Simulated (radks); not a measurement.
Results of a calculation; reference values are marked as such.
Valence configurations of the xenon ion Xe+ (all share [Kr]). Code: a radial shooting solver on a logarithmic mesh with Libxc functionals. Model: scalar-relativistic Kohn-Sham, r2SCAN, spin-polarised, spherical densities, finite nucleus; open shells are filled with parallel spins first (spin-orbit coupling, left out, can overturn this in heavy ions); meta-GGA in the generalised Kohn-Sham scheme; Fermi nuclear charge, rms radius 4.7859 fm. Energies are relative to 4d10 5s2 5p5; eigenvalues in eV for spin up.

valence	E (eV)	moment (Bohr magnetons)	e(4d)	e(5p)	e(5s)
4d10 5s2 5p5	0.000	1	-70.780	-17.780	-30.215
4d10 5s1.5 5p5.5	6.184	1	-71.491	-18.096	-30.673
4d9.5 5s1.5 5p6	33.781	1	-75.282	-18.659	-31.621
4d9 5s2 5p6	55.952	1	-78.391	-18.914	-32.124
4d9.5 5s2 5p5.5	27.426	1	-74.590	-18.352	-31.180
4d10 5s1 5p6	12.341	1	-72.201	-18.416	-31.129

NIST lists [Kr] 4d10 5s2 5p5 as the ground configuration; this level of theory agrees among the configurations tried. The energies are those of spherical high-spin densities, not of single terms.
